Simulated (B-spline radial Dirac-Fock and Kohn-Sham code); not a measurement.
# Compton profile of Ru²⁹⁺

System: the Ru²⁹⁺ ion, configuration [Ne] 3s2 3p3.

Method: the impulse approximation on configuration-average Dirac-Fock orbitals. Computed with an atomic code on a B-spline grid. pz is in atomic units of momentum; subshell profiles are per electron, for a selection of subshells; open shells are spread over both j values by their weights.

```
 pz    J total   J 2s1/2   J 3s1/2   J 3p3/2
1.8     0.8143    0.0628     0.102    0.0815
2.6     0.7386    0.0590    0.0742    0.0772
3.7     0.6217    0.0522    0.0414    0.0651
5.4     0.4608    0.0400    0.0161    0.0387
7.7     0.3218    0.0242    0.0119    0.0126
 11     0.2128   0.00938   0.00834   0.00397
 16     0.1147   0.00228   0.00157   0.00338
 23    0.05012   0.00165  0.000386   0.00132
 33    0.01877   0.00117  0.000304  0.000251
 47   0.006106  0.000442  0.000115  3.17e-05
 68   0.001515  0.000103  2.57e-05  2.75e-06
 98  0.0003117  1.91e-05  4.64e-06    < 1e-6
```

Question: What is the peak value J(0), and which subshell contributes most to it?

Answer: J(0) = 0.8962. The 3s1/2 subshell gives the largest part, 30 %.

Mean momentum ⟨p⟩ by subshell (a.u.): 1s1/2 39.4, 2s1/2 14.1, 2p1/2 18.8, 2p3/2 18.1, 3s1/2 7.76, 3p1/2 9.22, 3p3/2 9.04.
